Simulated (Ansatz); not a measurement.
Basis sets compared for Si₆O⁺ (the lowest doublet isomer of a short search). Charge 1, multiplicity 2. Geometry r2SCAN-D4/def2-SVP. Ansatz on 4 threads of Arm Neoverse V2 on a shared host; times are rough, and most runs start from earlier orbitals.

```xyz
7

O    -0.197   -1.927   -1.151
Si    1.742    0.918    0.542
Si   -0.346   -3.294   -1.927
Si   -0.516    0.377    1.748
Si   -0.928    1.772   -0.427
Si   -0.002   -0.370   -0.327
Si    0.246    2.525    1.543
```

The structure comes from a short search, and lower isomers may exist.

```
           level  functions  energy (Eh)  HOMO (eV)  LUMO (eV)  wall time
 PBE-D4/def2-SVP        122   -1810.3677      -9.28      -8.62      2.5 s
PBE0-D4/def2-SVP        122   -1810.4932      -9.98      -7.90      3.6 s
```

Q: Estimate the rows for PBE-D4/def2-TZVP (with forces), PBE0-D4/def2-TZVP.

A: 
```
                         level  functions  energy (Eh)  HOMO (eV)  LUMO (eV)  wall time
PBE-D4/def2-TZVP (with forces)        253   -1811.0728      -9.13      -8.49        7 s
             PBE0-D4/def2-TZVP        253   -1811.1962      -9.80      -7.83       17 s
```
